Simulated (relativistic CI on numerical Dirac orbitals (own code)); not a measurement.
# Hyperfine structure of Pd18+, mass number 105

Computed by Dirac-Coulomb-Breit CI, separate exchange-only KLI orbitals for each configuration, model QED, unscaled Slater integrals (own radial code, finite nucleus).

Configuration list (outside the closed core [Ne] 3s2): 3p6.3d10, 3p6.3d9.4s, 3p6.3d9.4p, 3p6.3d9.4d, 3p6.3d8.4s2, 3p6.3d9.4f, 3p5.3d10.4s, 3p6.3d8.4s.4p, 3p6.3d9.5s, 3p6.3d8.4p2, 3p5.3d10.4p, 3p6.3d9.5p, 3p6.3d8.4s.4d, 3p6.3d9.5d, 3p6.3d8.4p.4d, 3p6.3d9.5f. Levels of other configurations are missing.

Nuclear spin I = 5/2, μ = -0.642 μN, Q = 0.66 b (tables of Stone and Pyykkö). The electronic factors are computed for point nuclear moments, without core polarisation or the Bohr-Weisskopf and QED corrections.

```tsv
Level	E (cm⁻¹)	A (MHz)	B (MHz)
3p6.3d9.4s 3D_3	2560808	-8371	-7860
3p6.3d9.4s 3D_2	2567325	5039	-5750
3p6.3d9.4s 3D_1	2606115	6183	-2910
3p6.3d9.4s 1D_2	2611724	-13050	-6350
3p6.3d9.4p 3P°_2	2859176	376.8	-3640
3p6.3d9.4p 3F°_3	2867731	-3338	-5880
3p6.3d9.4p 3F°_2	2907909	-5543	-5070
3p6.3d9.4p 3P°_1	2911824	-1011	-615
```

Levels with J = 0, under 50 % of one LS term, or S terms without an open s electron are left out. Small factors come from cancelling terms and can be off by tens of per cent or more.

At this charge energies of transitions that change n are usually good to better than 1 %, and those within a shell (Δn = 0) to a few per cent.

Question: Give the hyperfine levels of 3p6.3d9.4s 3D_3 relative to its centre of gravity.

Answer: With K = F(F + 1) − I(I + 1) − J(J + 1), E = AK/2 + B[¾K(K + 1) − I(I + 1)J(J + 1)]/[2I(2I − 1)J(2J − 1)]: F = 1/2: 78990, F = 3/2: 68560, F = 5/2: 50380, F = 7/2: 23290, F = 9/2: -14380, F = 11/2: -64750 MHz.

LS names give the leading component of a level, which can be under half, so a name can repeat, a term be missing and a line seem to break the LS rules.
